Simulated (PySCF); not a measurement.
A structure optimised at PBE0-D3(BJ)/def2-SVP, used in a PySCF frequency run:

```xyz
8

C     -0.4244     2.4145     0.0000
C      0.6907     1.3989     0.0000
I     -0.0402    -0.6392     0.0000
H     -1.0624     2.3176     0.8903
H      0.0080     3.4294     0.0000
H     -1.0624     2.3176    -0.8903
H      1.3252     1.4657     0.8928
H      1.3252     1.4657    -0.8928
```
Charge 0, spin multiplicity 1.

Problem. Write its SMILES, formula and point group.

Solution. CCI, C2H5I, Cs

Problem. What are its rotational constants (standard atomic weights)?

Solution. 29.559, 2.9410, 2.7688 GHz
